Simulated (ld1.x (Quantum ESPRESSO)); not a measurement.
## What one change does to a pseudopotential (phosphorus, TM)

| Property | Result |
| --- | --- |
| Element | phosphorus |
| Generator | ld1.x (Quantum ESPRESSO) 7.5 |
| Type | norm-conserving Troullier–Martins (Kleinman–Bylander form) |
| Functional | PW91 |
| Relativity | non-relativistic |
| Frozen core | [Ne] |
| Valence charge | 5 |
| Reference configuration | 3s2 3p2 (charge +1) |
| Partial waves | 3p (bound): rc 1.50 bohr; 3s (bound): rc 1.70 bohr |
| Local potential | the s channel |
| Core correction | none |

All-electron outer shells of the reference configuration (PW91, non-relativistic, ld1.x):

```
shell  level (eV)  outermost node (bohr)  outermost maximum (bohr)
   3s      -23.26                   0.66                      1.56
   3p      -14.28                   0.64                      1.76
```

Change: wave 3p (bound): rc 1.50 bohr becomes 3p (bound): rc 1.66 bohr.

Cutoffs: the cutoffs (Ry, on a coarse ladder) from which the occupation-weighted sum of valence levels, in a spherical-Bessel basis at the reference potential, stays within 10 and 1 mRy of its value at 400 Ry; they do not see the model core or the augmentation charge, which bear on the density cutoff. Errors are all-electron minus pseudo energies relative to the spin-unpolarised reference configuration.

Question: Predict the effect on cutoff, ghosts and configuration errors.

Answer: The potential gets softer (30 Ry and 50 Ry → 25 Ry and 45 Ry); of the 7 tests that both files solve, the error grows in 1 and shrinks in 0 by more than 15 % and 0.3 meV (median size 3.3 → 3.4 meV); neither file shows a bound ghost. A larger radius leaves more room for a smooth pseudo-wave, so fewer plane waves are needed.

| quantity | base | changed |
| --- | --- | --- |
| cutoff, loose | 30 Ry | 25 Ry |
| cutoff, tight | 50 Ry | 45 Ry |
| bound ghosts | none | none |
| error for 3s2 3p3, meV [ΔE -9.79 eV] | +3.3 | +3.4 |
| error for 3s2 3p1, meV [ΔE 19.22 eV] | +9.1 | +9.5 |
| error for 3s2 3p0, meV [ΔE 49.05 eV] | +55 | +59 |
| error for 3s1 3p3, meV [ΔE 9.03 eV] | +2.7 | +2.6 |
| error for 3s0 3p5, meV [ΔE 7.25 eV] | +2.3 | +2.7 |
| error for 3s1 3p0, meV [ΔE 101.02 eV] | +220 | +227 |
| error for 3s2 3p2.5, meV [ΔE -5.99 eV] | +1.1 | +1.1 |
| s: phases at 1.84 bohr within 0.05 rad from the reference energy up to (Ry; the scan ends near 5) | 3.5 | 3.5 |
| p: phases at 1.84 bohr within 0.05 rad from the reference energy up to (Ry; the scan ends near 5) | 3.9 | 4.1 |
